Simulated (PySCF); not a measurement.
Can point charges reproduce the dipole moment of `F[C@H]1[SiH2][C@H]1OC`?

Coordinates (PBE0-D3(BJ)/def2-SVP, Å) and charges (e) from the PBE0/pcSseg-1 density (PySCF):

```tsv
atom	x	y	z	Mulliken	IAO	Hirshfeld	ESP-fitted
C1	1.874	-0.507	-0.535	-0.0388	-0.1979	-0.0426	-0.0542
O2	0.996	-0.373	0.555	-0.4746	-0.3657	-0.1370	-0.2627
C3	-0.013	0.544	0.334	-0.1365	-0.1758	-0.0593	-0.1184
Si4	-1.628	0.233	1.253	+0.4872	+0.6143	+0.2899	+0.1202
C5	-1.181	0.097	-0.572	+0.0041	-0.0917	-0.0424	-0.1184
F6	-1.043	-1.121	-1.165	-0.3015	-0.2944	-0.0966	-0.1383
H7	1.354	-0.861	-1.441	+0.1095	+0.1338	+0.0301	+0.0903
H8	2.637	-1.246	-0.251	+0.1228	+0.1550	+0.0506	+0.0925
H9	2.379	0.451	-0.765	+0.0864	+0.1170	+0.0339	+0.0570
H10	0.334	1.575	0.139	+0.1254	+0.1258	+0.0357	+0.1392
H11	-2.469	1.362	1.724	-0.0716	-0.0943	-0.0590	-0.0030
H12	-1.688	-1.029	2.024	-0.0416	-0.0720	-0.0477	+0.0478
H13	-1.537	0.856	-1.283	+0.1293	+0.1460	+0.0446	+0.1479
```

**Question.** Form Σ q r in debye for every column and set it beside the full dipole.

**Answer.** The full density gives (-0.14, 1.73, -0.20) D, 1.74 D in size; dipole vectors point from the negative to the positive end.

| scheme | μx | μy | μz | size (D) | share of the full size (%) | angle to the full dipole (°) |
| --- | --- | --- | --- | --- | --- | --- |
| Mulliken | -1.25 | 2.97 | 0.29 | 3.24 | 186 | 22 |
| IAO | -1.33 | 2.97 | 1.01 | 3.41 | 196 | 31 |
| Hirshfeld | -0.54 | 0.97 | 0.45 | 1.20 | 69 | 38 |
| ESP-fitted | -0.12 | 1.72 | -0.25 | 1.74 | 100 | 2 |

**Question.** Which set comes closest?

**Answer.** Length of the difference vector: ESP-fitted 0.06 D, Hirshfeld 1.08 D, Mulliken 1.74 D, IAO 2.11 D. Closest: ESP-fitted. ESP charges are fitted to the potential around the molecule, whose slowest-falling term is the dipole's. The schemes that divide the density aren't constrained to reproduce the dipole.

**Question.** What is left for the Hirshfeld atoms' own dipoles?

**Answer.** The Hirshfeld atoms' densities add up to the full density, so μ = Σ q r + Σ (atomic dipoles). The atomic dipoles sum to (-0.14, 1.73, -0.20) − (-0.54, 0.97, 0.45) = (0.40, 0.76, -0.65) D, 1.08 D in size.

**Question.** With the origin at the mean of the coordinates, (0.001, -0.001, 0.001) Å, which are the largest single terms, by size, of the IAO dipole along the direction of the full one?

**Answer.** F6 +1.27, H8 -1.05, H10 +0.92, O2 +0.89, H13 +0.78 D; all 13 atoms together +2.93 D. The single terms depend on the origin, their sum doesn't.

**Question.** Give the size of the full dipole in other units.

**Answer.** 1.74 D = 0.685 au = 0.363 e·Å = 5.81 × 10⁻³⁰ C·m.

Isolated species at its PBE0-D3(BJ)/def2-SVP geometry (one conformer only).

Conformer computed: `[CH3:1][O:2][C@@H:3]1[SiH2:4][C@@H:5]1[F:6]`: C1–O2–C3–Si4 151°.
